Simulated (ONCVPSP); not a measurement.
An all-electron radial function and its pseudo partner (S (Z = 16))

Columns: radius, all-electron u(r) and pseudo u(r) of the 2p shell (level -168.26 eV) of sulfur in the configuration [He] 2s2 2p6 3s2 3p3; LDA (Perdew-Wang 92), scalar-relativistic, ONCV scheme, ONCVPSP 4.0.1.

```csv
r (bohr),all-electron,pseudo
0.045,0.1876,0.0689
0.090,0.5317,0.2592
0.135,0.8662,0.5355
0.180,1.1290,0.8465
0.225,1.3076,1.1393
0.270,1.4087,1.3707
0.315,1.4462,1.5151
0.360,1.4352,1.5663
0.405,1.3892,1.5358
0.450,1.3198,1.4471
0.495,1.2356,1.3256
0.540,1.1434,1.1947
0.585,1.0480,1.0699
0.630,0.9531,0.9586
0.675,0.8612,0.8614
0.720,0.7738,0.7736
0.765,0.6920,0.6919
0.810,0.6164,0.6162
0.855,0.5470,0.5469
0.900,0.4840,0.4839
0.945,0.4272,0.4271
0.990,0.3761,0.3760
1.035,0.3304,0.3303
1.080,0.2898,0.2897
1.125,0.2537,0.2536
1.170,0.2218,0.2217
```

(1) How many radial nodes do the two functions have?

(2) At about which radius was the pseudo-wave matched?

(3) Where does each function peak?

(4) Is the pseudo-wave norm-conserving?

Answers

(1) The all-electron 2p function has n − l − 1 = 0; the pseudo-wave has 0.

(2) 0.70 bohr, where the columns begin to agree (steps of 0.04 bohr).

(3) Outermost all-electron maximum near 0.32 bohr, pseudo maximum near 0.36 bohr (to the table’s step).

(4) Yes: the ONCV scheme keeps the norm inside the radius equal to the all-electron one, which fixes the energy derivative of the logarithmic derivative at the level.
